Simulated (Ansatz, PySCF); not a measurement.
Gas-phase reaction in SMILES: Brc1[c-][se]cc1 → Brc1[c-]c[se]c1
Geometries: B3LYP-D3(BJ)/def2-TZVP minima from Ansatz (a first-principles code). Frequencies are from Ansatz or PySCF. Unstable Hartree-Fock reference: Brc1[c-][se]cc1, Brc1[c-]c[se]c1.

Property: isomerisation energy (enthalpy at 298 K, with B3LYP-D3(BJ) rigid-rotor harmonic-oscillator terms), in eV. Correlated levels leave the core frozen unless marked. No spin-orbit coupling. The frozen core is the preceding noble-gas configuration, with the filled d and f shells of earlier blocks. No relativistic terms. Anions need diffuse functions: aug- sets have them; def2-D sets add few; the other sets have none. CBS marks a two-point X^-3 extrapolation of the correlation energy; Hartree-Fock from the larger set.

```json
[
 {"level": "HF/STO-3G", "program": "Ansatz", "isomerisation energy (eV)": "0.71"},
 {"level": "HF/cc-pVQZ", "program": "Ansatz", "isomerisation energy (eV)": "0.57"}
]
```

Task: Estimate the value at CCSD(T)/CBS(aug-cc-pVTZ,aug-cc-pVQZ) as computed with Ansatz.

Result: 0.38 eV
